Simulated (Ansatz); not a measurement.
`C[Si](C)(C)[N]([GeH3])[Si](C)(C)C`, 31 atoms. The species carries charge 0 and has multiplicity 1. Correlated methods include outer-core shells of Ge, which these sets cover unevenly. Scalar relativity is left out up to krypton. All runs use 11 threads of an AMD EPYC 7R13 on a shared host and a whole NVIDIA H100 80 GB. Correlated methods freeze the cores.

Question: Give the basis size and wall time and peak host memory of each of these runs in Ansatz. RKS ωB97M-V/def2-QZVPP energy; RHF-CCSD(T)/def2-SVP energy; RHF-CCSD(T)/def2-TZVPP energy; RKS B3LYP-D4/def2-TZVPP energy and forces; RKS PBE0-D4/def2-TZVP relaxation (11 steps); RKS ωB97M-V/def2-SVP energy; RKS ωB97M-V/def2-TZVPP energy and forces; RKS B97M-V/def2-TZVPP energy; RHF-MP2/def2-QZVPP energy; RKS B2PLYP (frozen core)/def2-TZVPP energy; RKS PBE0-D4/def2-SVP energy; RKS PBE0-D4/def2-QZVPP energy. (Best estimate.)

Answer: The calculation gave: Other jobs shared the machine, so times are rough.

| level | job | functions | wall time | peak host memory (GiB) |
| --- | --- | --- | --- | --- |
| RKS PBE0-D4/def2-SVP | energy | 271 | 1.8 s | 1.9 |
| RKS ωB97M-V/def2-SVP | energy | 271 | 2.3 s | 1.9 |
| RKS B3LYP-D4/def2-TZVPP | energy and forces | 643 | 3.3 s | 1.9 |
| RKS B97M-V/def2-TZVPP | energy | 643 | 3.4 s | 1.4 |
| RKS B2PLYP (frozen core)/def2-TZVPP | energy | 643 | 3.6 s | 4.2 |
| RKS ωB97M-V/def2-TZVPP | energy and forces | 643 | 4.9 s | 1.9 |
| RKS PBE0-D4/def2-QZVPP | energy | 1258 | 4.9 s | 2 |
| RHF-CCSD(T)/def2-SVP | energy | 271 | 6 s | 1.9 |
| RKS ωB97M-V/def2-QZVPP | energy | 1258 | 7.5 s | 2.2 |
| RHF-MP2/def2-QZVPP | energy | 1258 | 11 s | 2.2 |
| RKS PBE0-D4/def2-TZVP | relaxation (11 steps) | 465 | 18 s | 1.4 |
| RHF-CCSD(T)/def2-TZVPP | energy | 643 | 100 s | 4 |

B3LYP here is the variant with VWN-RPA as its local correlation; programs differ in this.
